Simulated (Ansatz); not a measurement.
Relaxation of C3H7Al2F (13 atoms, charge 0, multiplicity 1), to a largest force component of 0.015 eV/Å in at most 40 steps.

These are results of RKS BHLYP-D4/STO-3G (Ansatz 0.2.0), not measurements.

```xyz
13
Properties=species:S:1:pos:R:3:forces:R:3
C -0.233 -1.284 0.726 -2.43 3.67 0.50
C 0.224 -0.271 -0.320 2.32 2.76 -0.10
Al 1.417 1.179 0.329 -0.11 0.30 0.15
C -0.179 -0.231 -1.608 -2.20 -4.47 0.90
F 0.285 0.676 -2.472 0.91 1.81 -0.89
Al -1.319 -1.694 -2.446 -0.47 -0.17 -0.24
H 0.162 -0.981 1.716 -0.32 -0.54 -0.51
H -1.352 -1.185 0.748 1.09 -0.69 0.52
H 0.024 -2.263 0.515 0.73 -2.83 -0.51
H 1.869 2.334 -0.654 -0.48 -1.45 1.27
H 1.818 1.219 1.878 -0.52 -0.11 -2.16
H -1.904 -2.881 -1.534 0.91 1.75 -1.33
H -1.660 -1.652 -4.024 0.58 -0.05 2.40
```

Question: Where does it end, and by what steps?

Answer: It did not converge within its limit. Limits of this set-up: minimal basis. After 39 steps the energy has fallen by 2.371 eV; H11 moved furthest, 2.14 Å. Joined: Al3–C4, Al3–F5.

| step | energy less start (eV) | largest force component (eV/Å) | accepted |
| --- | --- | --- | --- |
| 0 | 0.0000 | 4.469 | yes |
| 2 | -1.0648 | 1.317 | yes |
| 4 | -1.1467 | 0.256 | yes |
| 6 | -1.1491 | 0.038 | yes |
| 8 | -1.1493 | 0.025 | yes |
| 10 | -1.1434 | 0.435 | no |
| 12 | -1.1509 | 0.229 | yes |
| 14 | -1.1654 | 0.120 | yes |
| 16 | -1.1715 | 0.408 | yes |
| 18 | -1.1905 | 0.155 | yes |
| 20 | -1.1919 | 0.206 | yes |
| 22 | -1.1988 | 0.060 | yes |
| 24 | -1.1991 | 0.162 | yes |
| 26 | -1.2001 | 0.387 | no |
| 28 | -1.2118 | 0.125 | yes |
| 30 | -1.2443 | 0.345 | yes |
| 32 | -1.4325 | 0.749 | yes |
| 34 | -2.1685 | 0.581 | yes |
| 36 | -2.3475 | 0.302 | yes |
| 38 | -2.3677 | 0.138 | yes |
| 39 | -2.3710 | 0.169 | yes |

```xyz
13
Properties=species:S:1:pos:R:3
C -0.590 -1.226 1.027
C 0.089 -0.347 -0.014
Al 1.234 1.183 -0.207
C -0.024 -0.516 -1.332
F 0.791 0.567 -1.895
Al -0.904 -1.671 -2.543
H 0.144 -1.624 1.733
H -1.306 -0.638 1.611
H -1.129 -2.069 0.585
H 0.621 2.530 -0.085
H 2.698 0.984 -0.059
H -1.656 -2.812 -1.969
H -0.815 -1.398 -3.998
```

The run took 3.7 min on 1 thread of Intel(R) Xeon(R) Processor @ 2.70GHz, with other jobs on the host, peak memory 0.14 GiB.
